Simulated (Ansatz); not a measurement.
`F[SiH2]C1=C[SiH2]1` and `[SiH3]C1=C[SiH2]1` differ in one atom or group.

Ansatz, PBE0-D4/def2-TZVP geometries, multiplicity 1. Each molecule was computed in one conformer, which needn't be the lowest.

```csv
property,`F[SiH2]C1=C[SiH2]1`
LUMO energy (PBE/def2-TZVPP) / eV,-2.20
LUMO energy (B3LYP/def2-TZVPP) / eV,-1.36
HOMO energy (PBE0/def2-TZVPP) / eV,-7.37
HOMO energy (ωB97M-V/def2-TZVPP) / eV,-9.46
HOMO–LUMO gap (PBE/def2-TZVPP) / eV,4.06
HOMO energy (PBE/def2-TZVPP) / eV,-6.26
```

(1) What does the change do to each property? (Best estimate.)

Answers

(1) Computed: 
```
                             property  `[SiH3]C1=C[SiH2]1`  shift
    LUMO energy (PBE/def2-TZVPP) / eV                -1.87   0.33
  LUMO energy (B3LYP/def2-TZVPP) / eV                -1.02   0.34
   HOMO energy (PBE0/def2-TZVPP) / eV                -7.21   0.16
HOMO energy (ωB97M-V/def2-TZVPP) / eV                -9.30   0.16
  HOMO–LUMO gap (PBE/def2-TZVPP) / eV                 4.25   0.19
    HOMO energy (PBE/def2-TZVPP) / eV                -6.12   0.14
```

With PBE0 the HOMO rises by 0.16 eV and the LUMO rises by 0.34 eV, so the gap widens by about 0.18 eV. PBE moves the HOMO by 0.14 eV and ωB97M-V by 0.16 eV.

B3LYP here is the variant with VWN-RPA as its local correlation; programs differ in this.
